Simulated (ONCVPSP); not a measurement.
What the settings do to the ONCV potential of Sr (Z = 38)

Base potential:

ONCVPSP 4.0.1 input, shortened (lines: element, Z, core and valence counts, functional; n l f; lmax; l rc ep ncon nbas qcut; lloc lpopt rc5 dvloc0; l nproj debl; icmod fcfact rcfact), LDA (Perdew-Zunger), scalar-relativistic:

```
  Sr 38.00    6    3        3      upf
    1    0    2.00
    2    0    2.00
    2    1    6.00
    3    0    2.00
    3    1    6.00
    3    2   10.00
    4    0    2.00
    4    1    6.00
    5    0    0.50
    3
    0    2.30    0.00    4    7    6.20
    1    1.85    0.00    5    9    7.60
    2    1.85    0.06    5    9    5.00
    3    1.95    0.29    4    9    4.90
    2    5    1.85    0.00
    0    2    1.20
    1    2    3.40
    2    0    0.40
    3    2    3.30
    2    0.45    1.05
```

In the d channel the program set the typed energies aside and used 0.050 Ha.

All-electron outer shells of the reference configuration (LDA (Perdew-Zunger), scalar-relativistic, ld1.x):

| shell | level (eV) | outermost node (bohr) | outermost maximum (bohr) |
| --- | --- | --- | --- |
| 4s | -50.97 | 0.59 | 1.19 |
| 4p | -32.82 | 0.61 | 1.32 |
| 5s | -11.21 | 1.63 | 3.28 |

Cutoffs, loose and tight: the cutoffs (Ha) at which the residual kinetic energy of the hardest occupied pseudo-wave falls to 1 and 0.1 mHa per electron. They do not see the model core or the augmentation charge, which bear on the density cutoff. Test errors are all-electron minus pseudo excitation energies from the reference, over the configurations 4s2 4p6 5s2; 4s2 4p6 5s1; 4s2 4p6 5s0; 4s2 4p5 5s2. A dash means not determined; rows that change the core or the reference have their own tests.

For the base: The cutoffs count occupied waves only; projector 2 of the f channel, the hardest unoccupied one, needs 99 Ha at the loose tolerance.

A true bound ghost makes a file unfit for plane-wave use even where its test errors are small: the radial tests pick states by their node count and pass the ghost by.

| change | outcome | cutoff, loose | cutoff, tight | bound ghosts | GHOST(+) flags above zero | largest test error (meV) |
| --- | --- | --- | --- | --- | --- | --- |
| base | generated, projector energies reset by the program | 19 Ha | 23 Ha | none | none | +4.8 |
| all radii but the core radius scaled by about 0.79 (s 1.82, p 1.46, d 1.46, f 1.54 bohr) | generated, projector energies reset by the program | 22 Ha | 26 Ha | none | s | +0.5 |
| all radii but the core radius scaled by about 0.85 (s 1.96, p 1.58, d 1.58, f 1.66 bohr) | generated, projector energies reset by the program | 21 Ha | 26 Ha | none | s | +1.6 |
| all radii but the core radius scaled by about 0.91 (s 2.08, p 1.68, d 1.68, f 1.76 bohr) | generated, projector energies reset by the program | 21 Ha | 25 Ha | none | none | +3.2 |
| all radii but the core radius scaled by about 0.96 (s 2.20, p 1.78, d 1.78, f 1.88 bohr) | generated, projector energies reset by the program | 20 Ha | 24 Ha | none | none | +4.2 |
| all radii but the core radius scaled by about 1.04 (s 2.38, p 1.92, d 1.92, f 2.02 bohr) | generated, projector energies reset by the program | 18 Ha | 23 Ha | none | none | +5.0 |
| all radii but the core radius scaled by about 1.09 (s 2.50, p 2.02, d 2.02, f 2.12 bohr) | generated, projector energies reset by the program | 17 Ha | 22 Ha | none | p | +5.4 |
| all radii but the core radius scaled by about 1.13 (s 2.60, p 2.10, d 2.10, f 2.22 bohr) | generated, projector energies reset by the program | 16 Ha | 21 Ha | p | none | +2.3 |
| all radii but the core radius scaled by about 1.21 (s 2.78, p 2.24, d 2.24, f 2.36 bohr) | generated, projector energies reset by the program | 15 Ha | 20 Ha | none | p | +1.9 |
| all radii but the core radius scaled by about 1.25 (s 2.88, p 2.32, d 2.32, f 2.44 bohr) | generated, projector energies reset by the program | 14 Ha | 19 Ha | none | none | -0.9 |
| all radii but the core radius scaled by about 1.31 (s 3.00, p 2.42, d 2.42, f 2.54 bohr) | generated, projector energies reset by the program | 13 Ha | 18 Ha | none | none | -1.1 |

Reading the sweep of the scale of all radii but the core radius (base = 1) (base included, trends over the rows without a ghost): The loose cutoff falls from 22 Ha at 0.79 to 13 Ha at 1.31. A larger radius leaves more room for a smooth pseudo-wave, so fewer plane waves are needed; a smaller one forces it to follow the all-electron wave where it bends sharply. The median size of the test errors (rows with all tests solved) stays near 0.5 meV. Bound ghosts are found at 1.13.
